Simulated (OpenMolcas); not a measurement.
What dynamic correlation does to the levels of Br⁺

```json
{
  "Program": "OpenMolcas",
  "Basis": "ANO-R1 [5s4p3d1f]",
  "Scalar Hamiltonian": "X2C, finite nucleus",
  "Active space": "4 electrons in 3 orbitals (4p)",
  "State averaging": "2S+1 = 3 even, 3 roots; 2S+1 = 1 even, 6 roots",
  "Spin-orbit coupling": "state interaction with AMFI integrals over the reference wave functions, term energies averaged over their components"
}
```

Methods on the same reference wave functions:
A. CASSCF
B. SS-CASPT2, IPEA 0.25 Eh, imaginary shift 0.1 Eh (closed shells correlated: 3d 4s)

Energies in cm⁻¹ above 4s² 4p⁴ ³P₂, the measured ground level; measured values from NIST Handbook of Basic Atomic Spectroscopic Data.

```json
{"Level": "4s² 4p⁴ ³P₂", "A": "0.0", "B": "0.0", "Measured": "0.0"}
{"Level": "4s² 4p⁴ ³P₁", "A": "2905", "B": "2930", "Measured": "3136"}
{"Level": "4s² 4p⁴ ³P₀", "A": "3756", "B": "3700", "Measured": "3837"}
{"Level": "4s² 4p⁴ ¹D₂", "A": "14425", "B": "13400", "Measured": "12089"}
{"Level": "4s² 4p⁴ ¹S₀", "A": "33488", "B": "29680", "Measured": "27867"}
```

Deviations, from unrounded energies. A percentage is the sum of absolute deviations over the sum of measured energies, with the sign that they share, or ± where signs differ.

```json
{"Against measurement": "mean absolute deviation (cm-1)", "Levels": "4", "A": "2100", "B": "870"}
{"Against measurement": "fine structure of the ground term (%)", "Levels": "2", "A": "-4.5", "B": "-5.0"}
{"Against measurement": "other terms of the ground configuration (%)", "Levels": "2", "A": "+19.9", "B": "+7.8"}
```

B lies closest to measurement on these levels. The largest miss of B in the table is 4s² 4p⁴ ¹S₀, by +1800 cm-1. The ranking rests on the paired levels alone, and a cruder setting can come out closer through cancelling errors.

From A to B the spin-free energies of the other terms of 4s² 4p⁴ shown, above ³P, scale by factors of 0.88 to 0.92.

The lowest spin-free term lies below A's lowest term by 0.423 hartree in B.

Term energies are means over components that CASPT2 splits; among the terms shown or strongly mixed into the levels shown the widest spread is 130 cm-1 (4s² 4p⁴ ¹D, B). With the s shell closed, the reference lacks s² → p² mixing. Without dynamic correlation excited terms often stand tens of per cent too high (terms of higher spin than the ground term too low), and those without a measured partner can miss by more than the paired ones (holds for A). Measured partners are found by configuration, term and J. A level has none where our copy of the source lacks it or the pairing is in doubt (some pairs that miss far off the trend of their configuration count as doubtful), and it then counts in no deviation. Only configurations of the active space appear.
